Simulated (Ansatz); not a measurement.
One change: `C=CC(C)C` becomes `C[CH](C)[SbH2]`.

Ansatz, PBE0-D4/def2-TZVP geometries, multiplicity 1. Each molecule was computed in one conformer, which needn't be the lowest.

Elements past krypton have def2 core potentials.

```tsv
property	`C=CC(C)C`
LUMO energy (B3LYP/def2-TZVPP) / eV	0.16
HOMO–LUMO gap (B3LYP/def2-TZVPP) / eV	7.30
HOMO–LUMO gap (PBE0/def2-TZVPP) / eV	7.78
size of the dipole moment (PBE/def2-TZVPP) / D	0.48
size of the dipole moment (B3LYP/def2-TZVPP) / D	0.45
LUMO energy (PBE/def2-TZVPP) / eV	-0.61
```

Give the same properties after the change, and the shifts. (Estimate.)

Ansatz gave: 
```tsv
property	`C[CH](C)[SbH2]`	shift
LUMO energy (B3LYP/def2-TZVPP) / eV	-0.46	-0.62
HOMO–LUMO gap (B3LYP/def2-TZVPP) / eV	6.18	-1.12
HOMO–LUMO gap (PBE0/def2-TZVPP) / eV	6.57	-1.21
size of the dipole moment (PBE/def2-TZVPP) / D	1.02	0.54
size of the dipole moment (B3LYP/def2-TZVPP) / D	0.99	0.54
LUMO energy (PBE/def2-TZVPP) / eV	-0.98	-0.37
```

With PBE0 the HOMO rises by 0.57 eV and the LUMO falls by 0.64 eV, so the gap narrows by about 1.21 eV. PBE moves the HOMO by 0.44 eV and ωB97M-V by 0.76 eV. Dipoles are sizes alone; their direction can turn.

B3LYP here is the variant with VWN-RPA as its local correlation; programs differ in this.

Spin–orbit coupling is left out; it splits and shifts lone-pair levels of the heavy atoms by tenths of an eV.
